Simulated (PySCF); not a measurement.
C₆H₆F₃N.
SMILES with atom numbers: `[CH3:1][n:2]1[cH:3][cH:4][c:5]([C:6]([F:7])([F:8])[F:9])[cH:10]1`

Definitions: NICS(0) = −σiso at the ring centroid; NICS(1) = −σiso and NICS(1)zz = −σzz at ±1 Å along the ring normal z. Level: GIAO PBE0/pcSseg-1 (PySCF, non-relativistic, gas phase) on the GFN2-xTB geometry, one conformer.

Ring bond lengths (Å), with Mayer bond orders in brackets: N2–C3 1.358 (1.14), C3–C4 1.367 (1.53), C4–C5 1.412 (1.33), C5–C10 1.376 (1.44), C10–N2 1.350 (1.15).

Problem. Give the NICS values of each ring in ppm.

Solution. 
```
           ring                                               type  NICS(0)  NICS(1), two faces  NICS(1)zz, two faces  rms pucker (Å)  centre to ring atoms, mean (Å)
N2–C3–C4–C5–C10  5-membered ring with N; formal bonds all aromatic    -13.9       -10.9 / -10.8         -28.0 / -28.2            0.00                            1.17
```

Problem. What can be read from them?

Solution. 
- N2–C3–C4–C5–C10: mean NICS(1)zz -28.1 ppm, shielded, aromatic by this magnetic criterion (flat ring, no four-coordinate atom).

Problem. What does the geometric index give? Use HOMA with the parameters of Krygowski (1993).

Solution. 
- N2–C3–C4–C5–C10: HOMA 0.92; the largest term is that of C4–C5, α(R − Ropt)² = 0.15. The geometric and the magnetic index point the same way.

Problem. What is the mean of the two in-plane components of NICS at the second NICS(1) probe listed for ring N2–C3–C4–C5–C10, 1 Å off the ring?

Solution. The isotropic value is a third of the trace: (3 × -10.8 − (-28.2))/2 = -2.1 ppm.

Problem. Give the inner angles of the rings and the Hirshfeld charges of the ring atoms.

Solution. 
- N2–C3–C4–C5–C10: N2 109.1° (+0.004 e), C3 109.1° (-0.030 e), C4 106.3° (-0.095 e), C5 107.4° (-0.086 e), C10 108.1° (-0.029 e); sum 540.0° against 540° for a flat convex ring.

Conformer computed: `[CH3:1][n:2]1[cH:3][cH:4][c:5]([C:6]([F:7])([F:8])[F:9])[cH:10]1`: C4–C5–C6–F7 168°.
